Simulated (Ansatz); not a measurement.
All numbers were calculated with Ansatz.

A structure relaxed at PBE0-D4/def2-TZVP, charge 0, multiplicity 1:

```
atom   x (Å)   y (Å)   z (Å)
  C1  -0.748   1.625  -1.482
 Si2   0.228   1.186   0.046
  N3   0.310  -0.523   0.254
  C4   1.345  -1.112   1.067
  C5  -0.868  -1.349   0.154
  H6  -1.804   1.363  -1.381
  H7  -0.695   2.704  -1.649
  H8  -0.349   1.121  -2.365
  H9  -0.390   1.910   1.205
 H10   1.638   1.655  -0.058
 H11   1.644  -2.087   0.661
 H12   2.230  -0.472   1.080
 H13   1.028  -1.273   2.110
 H14  -1.606  -0.895  -0.510
 H15  -0.613  -2.332  -0.262
 H16  -1.351  -1.520   1.129
```

(1) Give its formula and SMILES.

(2) Point group (tolerance 0.08 Å, 0.16 Å for H)?

(3) Summarise the bond lengths by kind.

## Answers

(1) C3H11NSi, `C[SiH2]N(C)C`.

(2) C1.

(3) 1 × C–Si 1.866 Å; 9 × C–H 1.092 to 1.101 Å; 1 × N–Si 1.723 Å; 2 × H–Si 1.489 to 1.500 Å; 2 × C–N 1.442 Å.
